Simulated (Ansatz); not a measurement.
Cost and result for the atomization energy of GaH$_{2}$S$_{2}$ (`[SH][Ga][SH]`) radical (5 atoms, 4 bonds).

The species carries charge 0 and has multiplicity 2. Correlated methods include outer-core shells of Ga, which these sets cover unevenly. Scalar relativity is left out up to krypton. The structure was optimised at the PBE0-D4/def2-TZVP level. It is one conformer, not always the lowest. Program: Ansatz. Hardware: A = 2 threads of an AMD EPYC 7R13 on a shared host; B = 2 threads of an AMD EPYC 7R13 on a shared host and a share of an NVIDIA H100 80 GB. Times are those of one run each, without the atoms' runs, and a repeat can differ threefold. Electronic energies, without spin–orbit coupling; frozen cores. CCSD(T)/CBS adds CCSD(T) − MP2 in def2-TZVPP to the MP2 limit, and its time is that of the two runs behind it. T1 = 0.015; ⟨S²⟩ of the reference is 0.76. With those shells the extrapolation isn't a true limit. B3LYP takes the VWN-RPA correlation (the form of Gaussian; ORCA's B3LYP/G).

CCSD(T)/CBS is a level of theory with its own doubt, some kJ/mol a heavy atom from the limit and from the frozen cores, so smaller differences don't rank the functionals.

| level | functions | wall time | atomization (kJ/mol) | difference from CCSD(T)/CBS | per bond |
| --- | --- | --- | --- | --- | --- |
| PBE-D4/def2-TZVPP (with forces) [A] | 160 | 2.7 s | 1292.7 | 28.2 | 7.0 |
| PBE0-D4/def2-TZVPP [A] | 160 | 4.3 s | 1270.8 | 6.3 | 1.6 |
| B3LYP-D4/def2-TZVPP (with forces) [A] | 160 | 5.5 s | 1249.1 | -15.4 | -3.8 |
| B2PLYP/def2-TZVPP [A] | 160 | 6.5 s | 1236.4 | -28.1 | -7.0 |
| r2SCAN-D4/def2-TZVPP (with forces) [A] | 160 | 7 s | 1295.7 | 31.2 | 7.8 |
| CCSD(T)/def2-TZVPP [B] | 160 | 7.5 s | 1231.1 | -33.4 | -8.4 |
| ωB97X-V/def2-TZVPP [A] | 160 | 10 s | 1278.1 | 13.6 | 3.4 |
| ωB97M-V/def2-TZVPP (with forces) [A] | 160 | 14 s | 1274.3 | 9.8 | 2.4 |
| CCSD(T)/def2-QZVPP [B] | 289 | 28 s | 1256.9 | -7.6 | -1.9 |
| CCSD(T)/CBS(def2) | – | 35 s | 1264.5 | 0.0 | 0.0 |

From PBE to PBE0 (25 % exact exchange), in def2-TZVPP and without D4, the atomization energy moves by −20.1 kJ/mol: exact exchange takes away binding that semilocal exchange gives to molecules. In def2-TZVPP, CCSD(T) changes the Hartree–Fock value by +356.3 kJ/mol (the triples alone add +29.5 kJ/mol) and MP2 by +377.4 kJ/mol; breaking electron pairs costs correlation energy, which Hartree–Fock lacks. The D4 term adds +20.6 kJ/mol with B3LYP and +10.6 kJ/mol with PBE0; it sums over pairs of atoms, weighted by their polarisabilities, and B3LYP, whose exchange is more repulsive, gets the larger term.
